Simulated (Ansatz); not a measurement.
Reaction (cleavage of the Si–Si bond): `CC[SiH]([SiH3])Cl` + `O[SiH3]` → `CC[SiH](Cl)O[SiH3]` + SiH₄

Calculated with Ansatz (gas phase, PBE0-D4/def2-TZVP geometries, no zero-point term in ΔE). CCSD(T)/CBS is the MP2 limit (def2-TZVPP, def2-QZVPP) plus CCSD(T) − MP2 in def2-TZVPP, frozen cores. This one scheme is used for every species. DFT in def2-TZVPP. One conformer a species, not always the lowest.

`CC[SiH]([SiH3])Cl`:

Cartesian coordinates in Å:
```
C 0.335 -0.114 2.290
C 0.687 -0.215 0.809
Si -0.683 0.334 -0.340
Si -0.133 0.089 -2.602
Cl -2.364 -0.827 0.013
H 0.092 0.914 2.572
H -0.529 -0.735 2.533
H 1.167 -0.441 2.917
H 0.962 -1.241 0.545
H 1.562 0.405 0.575
H -1.074 1.738 -0.034
H 1.062 0.914 -2.931
H -1.267 0.518 -3.461
H 0.182 -1.338 -2.885
```

`O[SiH3]`:

Z-matrix (Å, degrees):
```
Si
O 1 1.648
H 1 1.489 2 111.7
H 1 1.489 2 111.7 3 120.9
H 1 1.481 2 105.9 3 -119.6
H 2 0.957 1 117.9 3 -60.5
```

`CC[SiH](Cl)O[SiH3]`:

```xyz
15

C     2.089   -0.399   -0.090
C     1.412    0.898   -0.527
Si   -0.312    1.112    0.118
Cl   -0.273    1.150    2.183
O    -1.242   -0.134   -0.357
Si   -2.449   -1.151    0.095
H     1.524   -1.272   -0.425
H     3.097   -0.478   -0.503
H     2.170   -0.456    0.997
H     1.995    1.769   -0.209
H     1.352    0.954   -1.620
H    -0.933    2.386   -0.313
H    -3.624   -0.378    0.572
H    -2.826   -1.949   -1.096
H    -1.979   -2.053    1.175
```

SiH₄:

Z-matrix (Å, degrees):
```
Si
H 1 1.485
H 1 1.485 2 109.5
H 1 1.485 2 109.5 3 -120.0
H 1 1.485 2 109.5 3 120.0
```

(1) Is it downhill or uphill in electronic energy at CCSD(T)/CBS, and by how much? (An estimate is asked.)

(2) What do these levels give: PBE-D4, PBE, MP2/def2-TZVPP, SCS-MP2/def2-TZVPP, CCSD(T)/def2-TZVPP, MP2/def2-QZVPP? (An estimate is asked.)

Largest T1 diagnostic among the species: 0.011.

Answers

(1) Computed: Downhill: ΔE = -31.0 kcal/mol.

(2) Computed: PBE-D4 -25.1, PBE -24.5, MP2/def2-TZVPP -32.7, SCS-MP2/def2-TZVPP -33.5, CCSD(T)/def2-TZVPP -31.4, MP2/def2-QZVPP -32.6 kcal/mol.

The D4 term adds −0.9 kcal/mol with B3LYP and −0.5 kcal/mol with PBE0; it sums over pairs of atoms, weighted by their polarisabilities, and B3LYP, whose exchange is more repulsive, gets the larger term. In def2-TZVPP, CCSD(T) changes the Hartree–Fock value by +5.4 kcal/mol (the triples alone add +0.8 kcal/mol) and MP2 by +4.2 kcal/mol. From PBE to PBE0 (25 % exact exchange), in def2-TZVPP and without D4, ΔE moves by −2.1 kcal/mol.

B3LYP here is the variant with VWN-RPA as its local correlation; programs differ in this.
